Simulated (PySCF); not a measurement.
Isomers of C2H12O2Si3, mass 152.015 u with the commonest isotopes. The calculation used PBE0/pcSseg-1 in PySCF (dipole) on a GFN2-xTB geometry, gas phase. One conformer each, none proved a minimum here; rigid rotors.

Problem. Order these by rotational constant A, smallest first.
A. `[CH3:1][CH2:2][SiH2:3][O:4][SiH2:5][O:6][SiH3:7]` with C1–C2–Si3–O4 49°, C2–Si3–O4–Si5 23°, Si3–O4–Si5–O6 21°, O4–Si5–O6–Si7 -2°
B. `[CH3:1][CH2:2][O:3][Si@@H:4]([OH:5])[SiH2:6][SiH3:7]` with C1–C2–O3–Si4 -56°, C2–O3–Si4–O5 -164°, O3–Si4–O5–H -36°, O3–Si4–Si6–Si7 -161°
C. `[CH3:1][O:2][CH2:3][O:4][SiH:5]([SiH3:6])[SiH3:7]` with C1–O2–C3–O4 -73°, O2–C3–O4–Si5 -62°, C3–O4–Si5–Si6 43°

Solution. A (1713 MHz), C (1818 MHz), B (2515 MHz).

Problem. Order these by out-of-plane moment Σ m c² = (Ia + Ib − Ic)/2, smallest first.
A. `[CH3:1][O:2][CH2:3][O:4][SiH:5]([SiH3:6])[SiH3:7]` with C1–O2–C3–O4 -73°, O2–C3–O4–Si5 -62°, C3–O4–Si5–Si6 43°
B. `[CH3:1][CH2:2][O:3][Si@@H:4]([OH:5])[SiH2:6][SiH3:7]` with C1–C2–O3–Si4 -56°, C2–O3–Si4–O5 -164°, O3–Si4–O5–H -36°, O3–Si4–Si6–Si7 -161°
C. `[CH3:1][CH2:2][SiH2:3][O:4][SiH2:5][O:6][SiH3:7]` with C1–C2–Si3–O4 49°, C2–Si3–O4–Si5 23°, Si3–O4–Si5–O6 21°, O4–Si5–O6–Si7 -2°

Solution. B (36.48 u·Å²), A (68.91 u·Å²), C (72.88 u·Å²).

Problem. Order these by rotational constant C, smallest first.
A. `[CH3:1][CH2:2][SiH2:3][O:4][SiH2:5][O:6][SiH3:7]` with C1–C2–Si3–O4 49°, C2–Si3–O4–Si5 23°, Si3–O4–Si5–O6 21°, O4–Si5–O6–Si7 -2°
B. `[CH3:1][CH2:2][O:3][Si@@H:4]([OH:5])[SiH2:6][SiH3:7]` with C1–C2–O3–Si4 -56°, C2–O3–Si4–O5 -164°, O3–Si4–O5–H -36°, O3–Si4–Si6–Si7 -161°
C. `[CH3:1][O:2][CH2:3][O:4][SiH:5]([SiH3:6])[SiH3:7]` with C1–O2–C3–O4 -73°, O2–C3–O4–Si5 -62°, C3–O4–Si5–Si6 43°

Solution. B (588.7 MHz), C (749.4 MHz), A (779.8 MHz).

```
                   SMILES  point group  Ia (u·Å²)  Ib (u·Å²)  Ic (u·Å²)      κ  μa (D)  μb (D)  μc (D)
  COCO[SiH]([SiH3])[SiH3]           C1     277.91     534.27     674.36  -0.63    0.96    0.95    0.33
   CC[SiH2]O[SiH2]O[SiH3]           C1     295.10     498.76     648.10  -0.50    0.25    1.27    0.03
CCO[Si@@H](O)[SiH2][SiH3]           C1     200.92     730.53     858.49  -0.89    1.90    0.41    0.10
```
